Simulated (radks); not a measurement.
The numbers below are computed, except where a source is named.
Trend from Zn+ to Hg+: ionisation energy by Delta-SCF between NIST ground configurations, and size. Level of theory: scalar-relativistic Kohn-Sham, PBE, spin-unpolarised, spherical densities, finite nucleus; Fermi nuclear charge, rms radius of each element as measured or else 0.836 A^(1/3) + 0.57 fm (a radial shooting solver on a logarithmic mesh with Libxc functionals).

[
 {"species": "Zn+", "configuration": "[Ar] 3d10 4s1", "IE (eV)": "18.442", "NIST (eV)": "17.964", "kind": "exp.", "-e(HOMO) (eV)": "13.998 (4s)", "outermost": "4s", "<r> outermost (bohr)": "2.40"},
 {"species": "Cd+", "configuration": "[Kr] 4d10 5s1", "IE (eV)": "17.125", "NIST (eV)": "16.908", "kind": "exp.", "-e(HOMO) (eV)": "13.058 (5s)", "outermost": "5s", "<r> outermost (bohr)": "2.65"},
 {"species": "Hg+", "configuration": "[Xe] 4f14 5d10 6s1", "IE (eV)": "18.965", "NIST (eV)": "18.757", "kind": "exp.", "-e(HOMO) (eV)": "14.704 (6s)", "outermost": "6s", "<r> outermost (bohr)": "2.51"}
]

Reference values: NIST Atomic Spectra Database (measured). Spin polarisation and multiplet splitting are left out, so open shells lie too high by an amount that depends on their filling.

Beside tabulated values, note that spin-unpolarised runs miss the spin-polarisation part of the exchange energy of open shells.
